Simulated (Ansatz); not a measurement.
## Bend profile

BH3SeO (SMILES B[Se]O), closed shell, at its PBE0-D4/def2-TZVP minimum:

```
6
angstrom
B -0.9213 -0.0597 -0.6031
Se 0.4785 -1.0523 0.1533
O 1.2395 0.0973 1.3175
H -1.5837 -0.6698 -1.3866
H -1.1040 1.0774 -0.3061
H 1.8910 0.6070 0.8250
```

The angle Se2–O3–H6 (107.0° at the minimum) is set to the values below, Se2, with anything bonded beyond it, turning rigidly in the plane of the angle. Each method's energies count from its own value at the PBE0-D4 minimum structure. Computed with Ansatz 0.2.0 (basis: def2-TZVPP); correlated methods freeze the cores. Filled d shells of the heavier atoms are correlated. The def2 sets are not built for correlating such inner shells, so the correlated values are less sure here. B3LYP uses VWN-RPA correlation.

| angle (°) | CCSD(T) (kcal/mol) | MP2 (kcal/mol) | HF (kcal/mol) | B3LYP-D4 (kcal/mol) | PBE0-D4 (kcal/mol) |
| --- | --- | --- | --- | --- | --- |
| 77.0 | 14.71 | 14.03 | 18.85 | 15.81 | 14.86 |
| 84.5 | 7.79 | 7.34 | 10.61 | 8.68 | 8.02 |
| 92.0 | 3.21 | 2.95 | 4.89 | 3.83 | 3.42 |
| 99.5 | 0.69 | 0.58 | 1.43 | 1.01 | 0.82 |
| 107.0 | 0.00 | 0.00 | 0.00 | 0.00 | 0.00 |
| 114.5 | 0.92 | 1.00 | 0.35 | 0.57 | 0.75 |
| 122.0 | 3.20 | 3.35 | 2.20 | 2.50 | 2.83 |
| 129.5 | 6.59 | 6.80 | 5.26 | 5.51 | 5.99 |
| 137.0 | 10.81 | 11.05 | 9.20 | 9.33 | 9.94 |

Minimum and curvature along this coordinate at CCSD(T): A fifth-order fit through the nearest points gives 106.3°, with a curvature of about 1.3 meV/deg².

Largest difference from the CCSD(T) curve over the scan: PBE-D4 1.06; r2SCAN-D4 0.44; wB97M-V 1.16 kcal/mol. Each curve counts from its own value at the minimum.

T1 diagnostic: at most 0.015.

For scale, one of the runs: CCSD(T)/def2-TZVPP, 152 basis functions (an equivalent command: `ansatz run in.yaml --threads 2`). Time: 11 s of wall clock on 2 CPU threads; the host was shared. Peak host memory: 1.1 GiB.
